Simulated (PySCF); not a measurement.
# Structure elucidation problem

Molecular formula: C5H8N2O. Simulated spectra:

¹H NMR (300 MHz, computed): δ 2.94 (q, 2H), 2.60 (s, 3H), 1.32 (t, 3H).

¹³C{¹H} NMR (computed): δ 175.0 (C), 169.7 (C), 24.2 (CH2), 16.5 (CH3), 13.6 (CH3).

Level of theory: NMR shieldings at PBE0/pcSseg-1/GIAO, GFN2-xTB structure, in PySCF 2.14 (fast rotation and ring inversion assumed for equivalent nuclei, no solvent, no relativistic terms, a single conformation).

δ = σ(ref) − σ, references computed at the same level: ¹H (σref 31.72) and ¹³C (σref 186.93) vs TMS.

Problem. Propose a structure and justify it.

Solution. 
1. Rings plus π bonds: 3 (1 ring in the answer).
2. 5 carbon signals for 5 carbons: no two carbons are equivalent.
3. Carbon types of the structure: 2 × C, 1 × CH2, 2 × CH3, which accounts for all hydrogens.
4. δC 175.0, 169.7: substituted aromatic carbon next to the ring oxygen.
5. δC 24.2: sp3 CH2 on an aromatic ring; a saturated carbon with 2 carbon neighbours and no heteroatom attached.
6. δC 16.5: methyl carbon; aliphatic region, no heteroatom directly attached.
7. δC 13.6: methyl carbon on an aromatic ring; a saturated carbon with 1 carbon neighbour and no heteroatom attached.
8. δH 2.94: hydrogen on an sp3 CH2 on an aromatic ring; benzylic-type position, deshielded by the ring.
9. δH 2.60: hydrogen on a methyl carbon on an aromatic ring; benzylic-type position, deshielded by the ring.
10. δH 1.32: hydrogen on a methyl carbon.

These data were computed for `CCc1nnc(C)o1`.

The shifts were computed for this structure.

Shifts are as computed. Against solution values, carbons near 30 ppm lie about +3 ppm off and those near 130 ppm about +5 ppm. Of 1211 compounds with measured shifts, 218 miss one by over three times the rms of a fit or turn the order of signals round; such compounds aren't used in these exercises. No couplings were computed; multiplicities are counted from neighbouring protons, with m where these are inequivalent, close in shift, in a saturated or five-membered ring or joined by F or P, and br s for small geminal =CH2 splittings.
